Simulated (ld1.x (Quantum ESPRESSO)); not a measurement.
## Au (Z = 79) RRKJ: all-electron and pseudo phase curves

ld1.x (Quantum ESPRESSO) 7.5 input, shortened:

```
&input
   title='Au', zed=79., rel=1, dft='PBE', iswitch=3,
   config='[Xe] 4f14 5d9 6s2 6p0'
 /
 &inputp
   pseudotype=2, tm=.false., rho0=0.02, lloc=1,
   nlcc=.true.
 /
4
6S  1  0   2.00   0.00  2.05  2.05  0.0
5D  3  2   9.00   0.00  1.20  1.20  0.0
4F  4  3  14.00   0.00  0.60  0.60  0.0
6P  2  1   0.00   0.00  3.00  3.00  0.0
 &test
   configts(1)='4f14 5d9 6s2 6p0'
 /
```

The phase is arctan(r·u′/u) with u = r·R(r), unwrapped; energies in Ry, scanned from -8 to 5 Ry. A pole is an energy at which the radial function vanishes at the test radius. The pseudo phase is shifted by a multiple of π to meet the all-electron one at the reference energy, and phase errors are pseudo minus all-electron; the curves can meet again beyond the range given. Levels narrower than the energy grid can be missing from the lists of poles. n/a: not evaluated, since a narrow level or a reset projector energy made the automatic matching unsafe.

Question: For each channel, where are the poles, and over which energies does the pseudopotential scatter like the atom?

Answer:

```csv
channel,radius (bohr),reference energy (Ry),"poles, all-electron","poles, pseudo",unbroken range about the reference energy with phases within 0.05 rad,phase error 1 Ry above the reference energy (rad)
s,3.24,-0.49,0.21,"0.20, 3.42",below 1.3,-0.007
p,3.24,-0.08,1.35,1.29,n/a,n/a
d,3.24,-0.66,"-0.56, 3.33","-0.56, 4.17",below 0.5,+0.032
f,3.24,-6.19,2.56,3.90,below 0.5,+0.000
```

A Bessel basis up to 400 Ry misses an occupied level by 0.92 Ry, so cutoffs and ghosts were not judged.

Phases in the p channel:

```
E (Ry)  all-electron  pseudo
 -8.00         1.459  -1.683
 -7.52         1.455  -1.686
 -7.04         1.451  -1.690
 -6.56         1.447  -1.695
 -6.08         1.441  -1.700
 -5.60         1.435  -1.706
 -5.12         1.428  -1.712
 -4.64         1.406  -1.720
 -4.16        -1.728  -1.730
 -3.68        -1.740  -1.741
 -3.20        -1.754  -1.755
 -2.72        -1.772  -1.773
 -2.24        -1.797  -1.798
 -1.76        -1.833  -1.834
 -1.28        -1.893  -1.894
 -0.80        -2.014  -2.016
 -0.32        -2.402  -2.403
  0.16        -3.877  -3.880
  0.64        -4.497  -4.503
  1.12        -4.666  -4.675
  1.60        -4.754  -4.770
  2.08        -4.824  -4.857
  2.56        -4.904  -4.987
  3.04        -5.038  -5.377
  3.52        -5.407  -7.037
  4.00        -6.769  -7.589
  4.48        -7.468  -7.730
  4.96        -7.651  -7.799
```
